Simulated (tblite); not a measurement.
C₄H₅ClGeO₂.
Bonds: O1–C2 (double), C2–C3 (double), C3–C4, C4–O5 (double), C3–C6, C6–Ge7, Ge7–Cl8. Hydrogens: H9 on C4; H10, H11 on C6; H12, H13 on Ge7.

Computed with GFN2-xTB (tblite), gas phase: L-BFGS steps from a force-field or distance-geometry start until the largest atomic force falls under 0.01 eV/Å.

Step 40: E = -699.7991 eV
```
atom  x, y, z in Å  |  force x, y, z in eV/Å
O1     -1.3789   -2.9519   -0.1687   -0.056  -0.017   0.062
C2     -1.1549   -1.8392    0.0485    0.045  -0.067  -0.001
C3     -0.8902   -0.5760    0.2590    0.008  -0.023  -0.043
C4     -1.6008    0.4603   -0.4671    0.051   0.080   0.010
O5     -1.2227    1.6097   -0.4773   -0.072  -0.133   0.017
C6      0.2728   -0.1366    1.1094    0.009   0.028  -0.034
Ge7     1.5912    0.9165    0.0150   -0.010  -0.128  -0.081
Cl8     2.1533   -0.4332   -1.5209   -0.048   0.076   0.061
H9     -2.5012    0.1328   -1.0129    0.064   0.054   0.020
H10    -0.0945    0.4689    1.9397    0.001  -0.017  -0.053
H11     0.7923   -1.0060    1.5199   -0.039   0.070  -0.021
H12     2.8249    1.1563    0.8635    0.044  -0.026   0.057
H13     1.2042    2.1989   -0.6404    0.001   0.102   0.008
```

Step 41: E = -699.8018 eV
```
atom  x, y, z in Å  |  force x, y, z in eV/Å
O1     -1.3958   -2.9521   -0.1421   -0.071  -0.034   0.089
C2     -1.1699   -1.8394    0.0721    0.058  -0.070  -0.059
C3     -0.8930   -0.5756    0.2622    0.022  -0.044  -0.023
C4     -1.5911    0.4550   -0.4827    0.068   0.042   0.016
O5     -1.2026    1.6002   -0.5090   -0.077  -0.100   0.014
C6      0.2718   -0.1409    1.1121    0.042   0.053  -0.036
Ge7     1.5877    0.9243    0.0170   -0.044  -0.071  -0.035
Cl8     2.1324   -0.4048   -1.5394   -0.044   0.061   0.051
H9     -2.4879    0.1234   -1.0310    0.046   0.066   0.017
H10    -0.0960    0.4483    1.9547    0.033  -0.003  -0.075
H11     0.8025   -1.0116    1.5071   -0.066   0.074  -0.024
H12     2.8304    1.1501    0.8616    0.020  -0.046   0.044
H13     1.2071    2.2235   -0.6147    0.012   0.073   0.022
```

Problem. Estimate the geometry and energy of step 42. (The exact step hangs on the optimiser's Hessian estimate; all steps are aligned on step 41, rigid shifts and turns removed.)

Solution. E = -699.8044 eV, largest force 0.144 eV/Å
```
atom  x, y, z in Å  |  force x, y, z in eV/Å
O1     -1.4155   -2.9529   -0.1122   -0.078  -0.050   0.110
C2     -1.1842   -1.8402    0.0953    0.058  -0.062  -0.102
C3     -0.8958   -0.5762    0.2660    0.045  -0.048  -0.014
C4     -1.5793    0.4488   -0.4992    0.059  -0.025   0.018
O5     -1.1806    1.5889   -0.5440   -0.051  -0.038   0.021
C6      0.2714   -0.1447    1.1141    0.049   0.060  -0.040
Ge7     1.5825    0.9321    0.0185   -0.058   0.033   0.027
Cl8     2.1081   -0.3728   -1.5573   -0.032   0.027   0.015
H9     -2.4728    0.1149   -1.0493    0.015   0.060   0.007
H10    -0.0959    0.4257    1.9696    0.052   0.030  -0.086
H11     0.8120   -1.0161    1.4934   -0.069   0.053  -0.020
H12     2.8356    1.1426    0.8599   -0.016  -0.068   0.024
H13     1.2102    2.2505   -0.5869    0.027   0.028   0.042
```

The energy changes by -0.0027 eV. The first-order estimate −F·Δx gives -0.0036 eV and the mean of the old and new forces, exact on a quadratic surface, -0.0027 eV. The step makes an angle of 84° with the force vector and moves no atom by more than 0.044 Å.

What follows is the cost of the whole relaxation. Time: 1.0 s wall. Hardware: one thread, Arm Neoverse N1 (aarch64), shared host.
